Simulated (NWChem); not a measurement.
# BiH₃; SMILES [BiH3]

Computed with NWChem. Structure relaxed at the PBE0-D3(BJ)/def2-TZVP level. def2 effective core potentials on Bi; no spin-orbit coupling. Ions are spin-unrestricted doublets at the neutral geometry; other ion states weren't tried. Functional: LC-ωPBE (HJS hole) with def2-SVP; rows give the range parameter ω in 1/bohr.

### Question
At which range parameter does −ε(HOMO) equal the ΔSCF ionisation energy (optimal tuning)?

### Answer
about 0.38 per bohr, by linear interpolation in these runs:
| range parameter (1/bohr) | vertical ionisation energy, ΔSCF (eV) | −ε(HOMO) (eV) | ΔSCF minus −ε(HOMO) (eV) |
|---|---|---|---|
| 0.15 | 9.92 | 8.59 | 1.33 |
| 0.20 | 9.93 | 9.04 | 0.89 |
| 0.35 | 10.02 | 9.93 | 0.09 |
| 0.40 | 10.05 | 10.11 | -0.06 |
| 0.80 | 10.19 | 10.72 | -0.53 |
